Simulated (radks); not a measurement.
Task: All-electron atom: Os in [Xe] 4f14 5d4 6s2 5f2 (not the ground configuration). Calculated with a radial shooting solver on a logarithmic mesh with Libxc functionals: Dirac Kohn-Sham, BLYP, spin-unpolarised, spherical densities, finite nucleus; open shells fill j = l - 1/2 first; Fermi nuclear charge, rms radius 5.4126 fm. Some entries of the table are withheld. Estimate them.

orbital,occ.,eigenvalue (Ry),<r^2> (bohr^2)
1s1/2,2,-5421.241,0.0004336
2s1/2,2,-944.5920,0.006585
2p1/2,2,-904.6795,(1)
2p3/2,4,-792.1099,(2)
3s1/2,2,-220.7557,0.04290
3p1/2,2,(3),0.03926
3p3/2,4,(4),0.04577
3d3/2,4,-148.2096,0.03532
3d5/2,6,-142.8915,0.03711
4s1/2,2,-47.55702,0.2107
4p1/2,2,(5),0.2163
4p3/2,4,(6),0.2506
4d3/2,4,-21.89972,0.2697
4d5/2,6,-20.83126,0.2824
5s1/2,2,-7.95112,1.128
5p1/2,2,-5.61339,1.344
4f5/2,6,-5.17945,0.3751
4f7/2,8,-4.97299,0.3864
5p3/2,4,-4.69308,1.590
5d3/2,4,-1.59186,2.959
5d5/2,0,-1.49823,3.145
6s1/2,2,-1.24566,7.259
5f5/2,2,-0.03084,126.1
5f7/2,0,-0.03078,126.4

Result: 
(1) 2p1/2 <r^2> (bohr^2): 0.004684
(2) 2p3/2 <r^2> (bohr^2): 0.005879
(3) 3p1/2 eigenvalue (Ry): -202.8475
(4) 3p3/2 eigenvalue (Ry): -178.3004
(5) 4p1/2 eigenvalue (Ry): -40.03379
(6) 4p3/2 eigenvalue (Ry): -34.26479
